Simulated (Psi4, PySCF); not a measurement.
The Psi4 input:
```
memory 2 GB

molecule {
1 2
Al    0.17618964    0.16585162    0.01209088
C    -1.36611586   -1.29259627   -0.09020564
H    -0.95340228   -2.12659349   -0.65619572
H    -2.07484102   -0.65632500   -0.62522785
H    -1.63231993   -1.55004014    0.93367067
O    -0.33986226    1.48049779   -0.80667600
H    -0.11474906    2.36435500   -1.09400626
O     1.41811254   -0.42120532    0.86289216
H     2.05553972   -0.90622941    1.37608231
}

set {
  basis 6-311g**
  reference uhf
  freeze_core true
  mp2_type conv
  scf_type pk
  puream true
  d_convergence 1e-8
}

energy('mp2')
print_variables()
```

### Question
Give the equivalent PySCF input.

### Answer
This is not unique; one that fits is 
```python
from pyscf import gto, scf, mp

mol = gto.Mole()
mol.atom = '''
    Al    0.17618964    0.16585162    0.01209088
    C    -1.36611586   -1.29259627   -0.09020564
    H    -0.95340228   -2.12659349   -0.65619572
    H    -2.07484102   -0.65632500   -0.62522785
    H    -1.63231993   -1.55004014    0.93367067
    O    -0.33986226    1.48049779   -0.80667600
    H    -0.11474906    2.36435500   -1.09400626
    O     1.41811254   -0.42120532    0.86289216
    H     2.05553972   -0.90622941    1.37608231
'''
mol.basis = '6-311g**'
mol.charge = 1
mol.spin = 1
mol.verbose = 4
mol.build()

mf = scf.UHF(mol)
mf.kernel()

pt = mp.MP2(mf, frozen=8)
pt.kernel()
print('E(MP2) = %.10f' % pt.e_tot)
```

Both were run: Psi4 gave -432.868631 Eh and PySCF -432.868631 Eh, 0.000 mEh apart.
